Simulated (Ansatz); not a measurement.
methyl(silyloxy)silane (CH8OSi2), SMILES C[SiH2]O[SiH3].

Geometry: PBE0-D3(BJ)/def2-SVP. The values are those of a single conformer.

Two levels are set side by side: PBE/def2-SVPD (Ansatz, an electronic-structure program) and CAM-B3LYP/def2-SVPD (Ansatz). Energy differences of separate SCF runs at the same geometry; the states with an electron removed or added have multiplicity 2 and 2. Differences are taken from unrounded values.

```csv
quantity,CAM-B3LYP,PBE,PBE minus CAM-B3LYP
vertical ionisation energy (eV),10.73,9.93,-0.80
vertical singlet–triplet gap (eV),7.23,6.14,-1.09
```
